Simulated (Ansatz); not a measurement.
`[CH3][Sc]([NH2])[OH]`. Total charge 0; spin multiplicity 1. The structure was optimised at the PBE0-D4/def2-TZVP level. It is one conformer, not always the lowest.

```xyz
10

C    -0.051    1.776   -0.148
Sc    0.239   -0.383    0.207
N    -0.988   -1.644   -0.708
O     1.583   -1.010    1.340
H     0.891    2.323   -0.284
H    -0.566    2.261    0.693
H    -0.664    1.968   -1.039
H    -0.998   -2.654   -0.650
H    -1.735   -1.371   -1.336
H     2.289   -1.268    1.925
```

Q: What is the dipole moment at ωB97M-V/def2-TZVPP? (Estimate.)

A: Ansatz gave: 1.41 D, with components (0.29, -1.35, 0.29) D in this frame, pointing from negative to positive charge.

Q: And with PBE, r2SCAN, B3LYP? (An estimate is asked.)

A: The calculation gave: PBE 1.41 D, r2SCAN 1.39 D, B3LYP 1.40 D.

Q: Give the Mulliken charges with ωB97M-V, PBE, r2SCAN in def2-TZVPP. (An estimate is asked.)

A: Ansatz gave: 
```tsv
atom	ωB97M-V	PBE	r2SCAN
C1	-0.63	-0.60	-0.50
Sc2	0.86	0.85	0.95
N3	-0.41	-0.46	-0.52
O4	-0.51	-0.50	-0.57
H5	0.11	0.09	0.06
H6	0.11	0.09	0.06
H7	0.10	0.09	0.05
H8	0.10	0.14	0.14
H9	0.10	0.13	0.14
H10	0.16	0.18	0.19
```

B3LYP here is the variant with VWN-RPA as its local correlation; programs differ in this.
